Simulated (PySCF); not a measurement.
C₂H₉AsGa (SMILES [CH3][Ga]([CH3])<-[AsH3]), doublet, at a GFN2-xTB geometry (such geometries of metal compounds can be far from the true shape) (the spin is typed, not shown lowest); PBE0/6-31G* in PySCF.

Input for PySCF:
```python
from pyscf import gto, scf, dft

mol = gto.M(
    atom='''
Ga    0.39106164    1.00462796    0.13082195
C     1.88354371    2.52652049   -0.17079865
H     2.55721138    2.30224737   -1.00119089
H     2.47426400    2.63011515    0.74291580
H     1.38547649    3.47834264   -0.37007696
C    -0.93832052    1.31445060    1.77721844
H    -1.69208569    0.52517651    1.83145206
H    -1.44486430    2.27641312    1.67222892
H    -0.37496143    1.32522534    2.71352066
As   -0.62239857   -1.79990199   -0.55312985
H    -0.03070319   -2.01507957    0.80531710
H     0.72584870   -2.00471753   -1.17437864
H    -0.85528345   -3.31025102   -0.66050197
''',
    basis='6-31g*',
    spin=1,
    verbose=4,
)

mf = dft.UKS(mol)
mf.xc = 'pbe0'
mf.grids.atom_grid = (99, 590)
mf.grids.prune = None
mf.kernel()
```

### Question
Write the output that PySCF gives for this input, abridged.

### Answer

```
PySCF version 2.14.0

[INPUT] verbose = 4
[INPUT] num. atoms = 13
[INPUT] num. electrons = 85
[INPUT] charge = 0
[INPUT] spin (= nelec alpha-beta = 2S) = 1
[INPUT] symmetry False subgroup None
[INPUT] Mole.unit = angstrom
[INPUT] Symbol           X                Y                Z      unit          X                Y                Z       unit  Magmom
[INPUT]  1 Ga     0.391061640000   1.004627960000   0.130821950000 AA    0.738999397423   1.898471701481   0.247217656582 Bohr   0.0
[INPUT]  2 C      1.883543710000   2.526520490000  -0.170798650000 AA    3.559381755547   4.774431774202  -0.322762670945 Bohr   0.0
[INPUT]  3 H      2.557211380000   2.302247370000  -1.001190890000 AA    4.832429150821   4.350617000300  -1.891976580510 Bohr   0.0
[INPUT]  4 H      2.474264000000   2.630115150000   0.742915800000 AA    4.675681319871   4.970197309569   1.403907395612 Bohr   0.0
[INPUT]  5 H      1.385476490000   3.478342640000  -0.370076960000 AA    2.618171118124   6.573114956997  -0.699344099412 Bohr   0.0
[INPUT]  6 C     -0.938320520000   1.314450600000   1.777218440000 AA   -1.773168799859   2.483951638270   3.358456115127 Bohr   0.0
[INPUT]  7 H     -1.692085690000   0.525176510000   1.831452060000 AA   -3.197578533396   0.992439770955   3.460942803670 Bohr   0.0
[INPUT]  8 H     -1.444864300000   2.276413120000   1.672228920000 AA   -2.730397814161   4.301797343167   3.160054676377 Bohr   0.0
[INPUT]  9 H     -0.374961430000   1.325225340000   2.713520660000 AA   -0.708574409975   2.504312945934   5.127810880749 Bohr   0.0
[INPUT] 10 As    -0.622398570000  -1.799901990000  -0.553129850000 AA   -1.176162837621  -3.401321812160  -1.045263927822 Bohr   0.0
[INPUT] 11 H     -0.030703190000  -2.015079570000   0.805317100000 AA   -0.058020620250  -3.807948506506   1.521828762429 Bohr   0.0
[INPUT] 12 H      0.725848700000  -2.004717530000  -1.174378640000 AA    1.371655250872  -3.788367088815  -2.219253996139 Bohr   0.0
[INPUT] 13 H     -0.855283450000  -3.310251020000  -0.660501970000 AA   -1.616251479373  -6.255467831362  -1.248167828036 Bohr   0.0

nuclear repulsion = 460.030474915668
number of shells = 54
number of NR pGTOs = 280
number of NR cGTOs = 110
basis = 6-31g*
ecp = {}

******** <class 'pyscf.dft.uks.UKS'> ********
method = UKS
initial guess = minao
damping factor = 0
level_shift factor = 0
DIIS = <class 'pyscf.scf.diis.CDIIS'>
diis_start_cycle = 1
diis_space = 8
diis_damp = 0
SCF conv_tol = 1e-09
SCF conv_tol_grad = None
SCF max_cycles = 50
direct_scf = True
direct_scf_tol = 1e-13
number electrons alpha = 43  beta = 42
XC library pyscf.dft.libxc version 7.1.2
    S. Lehtola, C. Steigemann, M. J. T. Oliveira, and M. A. L. Marques,  SoftwareX 7, 1–5 (2018)
XC functionals = pbe0
    C. Adamo and V. Barone,  J. Chem. Phys. 110, 6158 (1999)
    M. Ernzerhof and G. E. Scuseria,  J. Chem. Phys. 110, 5029 (1999)
radial grids:
    Treutler-Ahlrichs [JCP 102, 346 (1995); DOI:10.1063/1.469408] (M4) radial grids

becke partition: Becke, JCP 88, 2547 (1988); DOI:10.1063/1.454033
pruning grids: None
grids dens level: 3
symmetrized grids: False
atomic radii adjust function: <function treutler_atomic_radii_adjust>
User specified grid scheme (99, 590)
small_rho_cutoff = 0
Set gradient conv threshold to 3.16228e-05
tot grids = 759336
init E= -4239.55593843197

cycle= 1 E= -4240.99963110102  delta_E= -1.44  |g|= 0.443  |ddm|= 2.15
cycle= 2 E= -4240.94992888599  delta_E= 0.0497  |g|= 0.569  |ddm|= 0.879
cycle= 3 E= -4241.08085093899  delta_E= -0.131  |g|= 0.0297  |ddm|= 0.485
cycle= 4 E= -4241.08128165848  delta_E= -0.000431  |g|= 0.0094  |ddm|= 0.0597
cycle= 5 E= -4241.08134857825  delta_E= -6.69e-05  |g|= 0.00483  |ddm|= 0.021
cycle= 6 E= -4241.08135877099  delta_E= -1.02e-05  |g|= 0.000865  |ddm|= 0.00589
cycle= 7 E= -4241.08135946292  delta_E= -6.92e-07  |g|= 0.0005  |ddm|= 0.00288
cycle= 8 E= -4241.08135963722  delta_E= -1.74e-07  |g|= 0.000161  |ddm|= 0.000852
cycle= 9 E= -4241.08135965828  delta_E= -2.11e-08  |g|= 6.99e-05  |ddm|= 0.000323
cycle= 10 E= -4241.08135966468  delta_E= -6.39e-09  |g|= 3.01e-05  |ddm|= 0.000197
cycle= 11 E= -4241.08135966566  delta_E= -9.82e-10  |g|= 1.27e-05  |ddm|= 7.74e-05
Extra cycle  E= -4241.08135966579  delta_E= -1.33e-10  |g|= 1.36e-05  |ddm|= 4.1e-05
converged SCF energy = -4241.08135966579  <S^2> = 0.75482898  2S+1 = 2.0048232
```
